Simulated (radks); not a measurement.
The numbers below are computed, except where a source is named.
Question: Species: Cd30+. Configuration: [Ar]. Level of theory: Dirac Kohn-Sham, PBE, spin-unpolarised, spherical densities, finite nucleus; Fermi nuclear charge, rms radius 4.6087 fm (a radial shooting solver on a logarithmic mesh with Libxc functionals). Some entries of the table are withheld. Estimate them.

orbital  occ.  eigenvalue (eV)  <r^2> (bohr^2)  <r> (bohr)
1s1/2       2        -28002.48        0.001250         (1)
2s1/2       2        -5401.932         0.01995      0.1300
2p1/2       2        -5142.359         0.01486      0.1102
2p3/2       4        -4947.014         0.01611      0.1151
3s1/2       2              (2)          0.1205      0.3252
3p1/2       2        -1866.344          0.1121      0.3115
3p3/2       4        -1821.304          0.1178      0.3195

Answer: 
(1) 1s1/2 <r> (bohr): 0.03040
(2) 3s1/2 eigenvalue (eV): -1961.743
